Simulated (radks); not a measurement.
The zinc ion Zn4+, 26 electrons, occupied as [Ar] 3d8.

All-electron calculation, scalar-relativistic Kohn-Sham, PBE, spin-polarised, spherical densities, point nucleus; open shells are filled with parallel spins first. Program: a radial shooting solver on a logarithmic mesh with Libxc functionals.

Energy parts (hartree):
| part | energy |
|---|---|
| total | -1791.26350 |
| kinetic | 1819.97969 |
| electron-nucleus | -4253.48313 |
| Hartree | 711.84931 |
| exchange-correlation | -69.60938 |

Orbitals (lengths in bohr, moments of r in powers of bohr; r(90%) holds 90 % of the orbital's charge):
orbital	occ.	eigenvalue (hartree)	r(90%)	<r>	<r^4>
1s down	1	-352.5418	0.0899	0.05031	0.00002983
1s up	1	-352.5417	0.0899	0.05031	0.00002983
2s up	1	-45.09727	0.350	0.2263	0.006334
2s down	1	-45.04369	0.350	0.2261	0.006313
2p up	3	-39.41771	0.324	0.1984	0.004698
2p down	3	-39.37758	0.324	0.1982	0.004677
3s up	1	-7.20254	1.00	0.6714	0.4315
3s down	1	-7.10460	1.00	0.6728	0.4361
3p up	3	-5.50126	1.07	0.6959	0.5529
3p down	3	-5.40490	1.07	0.6982	0.5625
3d up	5	-2.73850	1.28	0.7692	1.203
3d down	3	-2.64424	1.30	0.7785	1.284

The highest occupied level is 3d down at -71.953 eV. Summed over all electrons, <r^2> = 10.86 bohr^2, which gives a Langevin (diamagnetic) susceptibility term of -8.6 x 10^-6 cm^3/mol.
